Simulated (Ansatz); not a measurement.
`FC(F)(F)[O][GeH3]` and `FC(F)(F)O[SiH](Cl)Cl` differ in one atom or group.

Ansatz, PBE0-D4/def2-TZVP geometries, multiplicity 1. Each molecule was computed in one conformer, which needn't be the lowest.

Scalar relativity is left out up to krypton.

```
                                      property  `FC(F)(F)[O][GeH3]`
size of the dipole moment (PBE/def2-TZVPP) / D                 3.03
            LUMO energy (PBE0/def2-TZVPP) / eV                -0.33
         LUMO energy (ωB97M-V/def2-TZVPP) / eV                 1.52
          HOMO–LUMO gap (PBE0/def2-TZVPP) / eV                 9.26
       HOMO–LUMO gap (ωB97M-V/def2-TZVPP) / eV                13.45
             LUMO energy (PBE/def2-TZVPP) / eV                -1.21
```

**Question.** What does the change do to each property? (Estimate.)

**Answer.** Computed: 
```
                                      property  `FC(F)(F)O[SiH](Cl)Cl`  shift
size of the dipole moment (PBE/def2-TZVPP) / D                    1.23  -1.80
            LUMO energy (PBE0/def2-TZVPP) / eV                    0.08   0.41
         LUMO energy (ωB97M-V/def2-TZVPP) / eV                    2.03   0.51
          HOMO–LUMO gap (PBE0/def2-TZVPP) / eV                    9.87   0.61
       HOMO–LUMO gap (ωB97M-V/def2-TZVPP) / eV                   14.08   0.63
             LUMO energy (PBE/def2-TZVPP) / eV                   -0.88   0.33
```

With PBE0 the HOMO falls by 0.20 eV and the LUMO rises by 0.41 eV, so the gap widens by about 0.61 eV. PBE moves the HOMO by -0.41 eV and ωB97M-V by -0.12 eV. Dipoles are sizes alone; their direction can turn.
